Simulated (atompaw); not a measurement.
Sn: one change to a PAW (atompaw) potential, before and after

```json
{"Element": "Sn", "Generator": "atompaw 4.2.0.5", "Type": "PAW", "Functional": "PBE", "Relativity": "scalar-relativistic", "Frozen core": "[Ar] 3d10 4s2", "Valence charge": "20", "Reference configuration": "4p6 4d10 5s2 5p0 (charge +2)", "Partial waves": "5s (bound): rc 2.25 bohr; 5s channel at -0.85 Ry: rc 2.25 bohr; 4p (bound): rc 0.95 bohr; 5p (bound, empty): rc 1.90 bohr; 4d (bound): rc 1.50 bohr; 4d channel at -1.2 Ry: rc 2.25 bohr", "Local potential": "ultrasoft scheme with l = 3 at 0.5 Ry, radius 2.25 bohr", "Core correction": "smooth core density matched at 1.50 bohr", "Augmentation charge": "besselshape compensation charge, radius 2.25 bohr; PAW radius 2.25 bohr; waves and projectors: custom rrkj vanderbiltortho"}
```

All-electron outer shells of the reference configuration (PBE, scalar-relativistic, ld1.x):

| shell | level (eV) | outermost node (bohr) | outermost maximum (bohr) |
| --- | --- | --- | --- |
| 4s | -151.39 | 0.40 | 0.74 |
| 4p | -107.15 | 0.41 | 0.79 |
| 4d | -43.21 | 0.39 | 0.88 |
| 5s | -26.09 | 0.98 | 1.94 |
| 5p | -17.79 | 1.08 | 2.31 |

Change: core [Kr] 4d10, valence charge 4; reference 5s2 5p2; waves now 5s (bound): rc 2.15 bohr; 5s channel at -0.15 Ry: rc 2.15 bohr; 5p (bound): rc 2.15 bohr; 5p channel at 3.2 Ry: rc 2.15 bohr; local potential ultrasoft scheme with l = 2 at 0.5 Ry, radius 1.90 bohr; core correction smooth core density matched at 1.85 bohr; augmentation besselshape compensation charge, radius 2.05 bohr; PAW radius 2.15 bohr; waves and projectors: custom rrkj vanderbiltortho.

Cutoffs: the cutoffs (Ry, on a coarse ladder) from which the occupation-weighted sum of valence levels, in a spherical-Bessel basis at the reference potential, stays within 10 and 1 mRy of its value at 400 Ry; they do not see the model core or the augmentation charge, which bear on the density cutoff.

**Question.** What does the change do?

**Answer.** The potential gets softer (90 Ry and 180 Ry → 6 Ry and 12 Ry); neither file shows a bound ghost. The shells moved into the core no longer need plane waves of their own. Several settings change at once here, so the effects cannot be laid on one of them.

```json
{"quantity": "cutoff, loose", "base": "90 Ry", "changed": "6 Ry"}
{"quantity": "cutoff, tight", "base": "180 Ry", "changed": "12 Ry"}
{"quantity": "bound ghosts", "base": "none", "changed": "none"}
{"quantity": "lowest overlap eigenvalue by channel", "base": "s 0.35, p 0.53, d 0.52", "changed": "s 0.39, p 0.59"}
```

 The cutoffs see the waves, projectors and local potential, not the compensation charge or the core.
